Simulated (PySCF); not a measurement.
Nb²⁹⁺ (niobium, charge +29): Hartree-Fock from Schrödinger to Dirac-Coulomb-Breit

Occupied: 1s1/2, 2s1/2, 2p1/2, 2p3/2, 3s1/2. Hartree-Fock calculated with PySCF 2.14 in an even-tempered Gaussian basis (20 s from 2 bohr⁻², ratio 2.3; 15 p from 2.4 bohr⁻², ratio 2.3), Gaussian nucleus throughout. NR is non-relativistic, sf-X2C the spin-free one-electron X2C Hamiltonian, X2C adds the bare one-electron spin-orbit term, X2C-SNSO screens it by Boettger's factors, DC is four-component Dirac-Coulomb, and the Gaunt and Breit terms are added at first order (total energies over the DC spinors, levels after relaxing the spinors in that mean field). QED terms are absent. Levels marked empty are virtual spinors of this ion; the basis has s and p functions only, so 3d, which can lie below the n = 4 levels, is absent.

```json
{"Hamiltonian": "NR", "E (hartree)": "-3136.9703", "E − E(DC) (hartree)": "62.4282", "CPU seconds": "0.39"}
{"Hamiltonian": "sf-X2C", "E (hartree)": "-3198.3204", "E − E(DC) (hartree)": "1.0780", "CPU seconds": "0.23"}
{"Hamiltonian": "X2C", "E (hartree)": "-3198.7056", "E − E(DC) (hartree)": "0.6928", "CPU seconds": "0.3"}
{"Hamiltonian": "X2C-SNSO", "E (hartree)": "-3198.6682", "E − E(DC) (hartree)": "0.7303", "CPU seconds": "0.3"}
{"Hamiltonian": "DC", "E (hartree)": "-3199.3984", "E − E(DC) (hartree)": "0.0000", "CPU seconds": "12"}
{"Hamiltonian": "DC+Gaunt", "E (hartree)": "-3197.2416", "E − E(DC) (hartree)": "2.1569", "CPU seconds": "21"}
{"Hamiltonian": "DC+Breit", "E (hartree)": "-3197.4300", "E − E(DC) (hartree)": "1.9685", "CPU seconds": "62"}
```

| level (eV) | NR | sf-X2C | X2C | X2C-SNSO | DC | DC+Gaunt | DC+Breit |
| --- | --- | --- | --- | --- | --- | --- | --- |
| 1s1/2 | -20161.7 | -20607.4 | -20606.6 | -20606.7 | -20620.2 | -20585.1 | -20587.3 |
| 2s1/2 | -4062.6 | -4178.3 | -4178.1 | -4178.1 | -4179.6 | -4176.3 | -4176.5 |
| 2p1/2 | -3854.2 | -3888.8 | -3960.8 | -3957.1 | -3957.6 | -3951.9 | -3952.5 |
| 2p3/2 | -3854.2 | -3888.8 | -3855.2 | -3856.8 | -3857.9 | -3853.7 | -3854.4 |
| 3s1/2 | -1587.6 | -1620.9 | -1620.9 | -1620.9 | -1621.2 | -1620.4 | -1620.5 |
| 3p1/2 (empty) | -1471.9 | -1484.6 | -1501.3 | -1500.5 | -1500.6 | -1499.2 | -1499.4 |
| 3p3/2 (empty) | -1471.9 | -1484.6 | -1476.8 | -1477.1 | -1477.3 | -1476.4 | -1476.6 |
| 4s1/2 (empty) | -816.24 | -829.44 | -829.44 | -829.44 | -829.56 | -829.26 | -829.30 |

| interval (eV) | X2C | X2C-SNSO | DC | DC+Gaunt | DC+Breit |
| --- | --- | --- | --- | --- | --- |
| 2p3/2 − 2p1/2 | 105.7 | 100.4 | 99.79 | 98.16 | 98.16 |
| 3p3/2 − 3p1/2 | 24.55 | 23.32 | 23.22 | 22.82 | 22.82 |

Weight of the small component: 1s1/2 0.0224, 2s1/2 0.00476, 2p1/2 0.00468, 2p3/2 0.00455, 3s1/2 0.00170, 3p1/2 0.00164, 3p3/2 0.00161, 4s1/2 0.000837.

Koopmans' value for the highest occupied level at DC+Breit: 1620.5 eV, against an ionisation energy of 1625.9 ± 2.3 eV (semi-empirical (NIST evaluation); NIST Atomic Spectra Database, ionization energies); the former lacks relaxation, correlation, QED and recoil.

The whole ladder took 98 s of wall time on 1 thread of Neoverse-V2 (shared host), launched as `OMP_NUM_THREADS=1 python relrun2.py TASK.json OUT` (a driver that calls PySCF for each Hamiltonian).
